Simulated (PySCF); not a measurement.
2-chloroaniline, C6H6ClN.
SMILES with atom numbers: `[NH2:1][c:2]1[cH:3][cH:4][cH:5][cH:6][c:7]1[Cl:8]` (hydrogens: H9, H10 on N1; H11 on C3; H12 on C4; H13 on C5; H14 on C6)

Computed by this run: PBE0-D3(BJ)/def2-SVP geometry optimisation, gas phase (PySCF); density fitting, grid level 2; the optimiser is geomeTRIC in internal coordinates, started from a GFN2-xTB structure.

Step 0: E = -20310.1661 eV
```
atom  x, y, z in Å  |  force x, y, z in eV/Å
N1      2.2515   -0.3291   -0.0241   -0.160   0.050   0.076
C2      0.8910   -0.1581   -0.0254    0.562  -0.108   0.099
C3      0.0221   -1.2472   -0.1258   -0.048   0.058  -0.034
C4     -1.3459   -1.0772   -0.0581    0.023   0.000  -0.025
C5     -1.8898    0.1852    0.1099   -0.081   0.054   0.025
C6     -1.0506    1.2822    0.2091   -0.113  -0.124  -0.021
C7      0.3169    1.1074    0.1410    0.177   0.379   0.015
Cl8     1.3583    2.4979    0.2556    0.086   0.015   0.000
H9      2.6058   -1.1813   -0.4238    0.105  -0.143  -0.092
H10     2.8036    0.4981   -0.1859    0.148   0.134  -0.047
H11     0.4427   -2.2336   -0.2569    0.183  -0.437  -0.039
H12    -1.9923   -1.9379   -0.1392   -0.282  -0.389  -0.035
H13    -2.9586    0.3189    0.1641   -0.485   0.071   0.024
H14    -1.4553    2.2743    0.3372   -0.115   0.440   0.053
```

Task: Estimate the geometry and energy of step 1. (The exact step hangs on the optimiser's Hessian estimate; all steps are aligned on step 0, rigid shifts and turns removed.)

Result: E = -20310.1954 eV, largest force 0.107 eV/Å
```
atom  x, y, z in Å  |  force x, y, z in eV/Å
N1      2.2639   -0.3255   -0.0279    0.049  -0.017  -0.008
C2      0.9038   -0.1618   -0.0124   -0.026   0.044  -0.032
C3      0.0227   -1.2523   -0.1192    0.063  -0.081   0.005
C4     -1.3538   -1.0815   -0.0587   -0.058  -0.055  -0.007
C5     -1.9069    0.1870    0.1083   -0.063  -0.004  -0.001
C6     -1.0581    1.2849    0.2103   -0.004   0.106   0.011
C7      0.3191    1.1114    0.1483    0.041  -0.023   0.014
Cl8     1.3712    2.4958    0.2631   -0.017   0.004  -0.002
H9      2.6235   -1.1749   -0.4403   -0.015   0.017   0.011
H10     2.8165    0.5059   -0.1965   -0.021  -0.012   0.008
H11     0.4455   -2.2540   -0.2449   -0.017   0.033   0.002
H12    -2.0047   -1.9560   -0.1447    0.025   0.026   0.004
H13    -2.9892    0.3251    0.1561    0.029  -0.004   0.001
H14    -1.4542    2.2954    0.3362    0.014  -0.034  -0.005
```

The energy changes by -0.0293 eV. The first-order estimate −F·Δx gives -0.0609 eV and the mean of the old and new forces, exact on a quadratic surface, -0.0295 eV. The step makes an angle of 46° with the force vector and moves no atom by more than 0.032 Å.

The cost below is that of the whole optimisation. Hardware: an AMD EPYC 9R45 with one thread, no GPU, shared host with 96 logical CPUs at a one-minute load of 27. Cost: 26 s of wall time, 0.73 GiB resident at most.
